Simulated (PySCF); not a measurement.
PBE on Ge- (germanium, charge -1), [Ar] 3d10 4s2 4p3, high-spin 4S determinant. All numbers are calculated (PySCF 2.14, the spin-free X2C one-electron Hamiltonian (Gaussian nucleus), in aug-cc-pVQZ-DK).

```
cycle= 1 E= -2098.48401921256  delta_E= -0.0091  |g|= 0.222  |ddm|=  3.3
cycle= 2 E= -2098.47800682407  delta_E= 0.00601  |g|= 0.275  |ddm|= 2.14
cycle= 3 E= -2098.49091176671  delta_E= -0.0129  |g|= 0.0198  |ddm|= 1.34
cycle= 4 E= -2098.4913570686  delta_E= -0.000445  |g|= 0.00161  |ddm|= 0.121
cycle= 5 E= -2098.49136229601  delta_E= -5.23e-06  |g|= 0.000103  |ddm|= 0.0123
cycle= 6 E= -2098.49136231583  delta_E= -1.98e-08  |g|= 2.24e-06  |ddm|= 0.000742
cycle= 7 E= -2098.49136231584  delta_E= -1.05e-11  |g|= 8.92e-08  |ddm|= 2.41e-05
converged SCF energy = -2098.49136231584  <S^2> = 3.7506647  2S+1 = 4.0003323
```

Highest occupied orbital energy: 1.129 eV; ⟨L²⟩ = 0.00; populations by l: s 8.00, p 15.00, d 10.00, f 0.00.

(1) Can this result be used?

Results:

(1) With care. The run converged. At PBE the highest occupied level has a positive energy, so only the finite basis holds that electron; in a semilocal or global hybrid functional this comes from self-interaction and does not mean that the real anion is unbound.
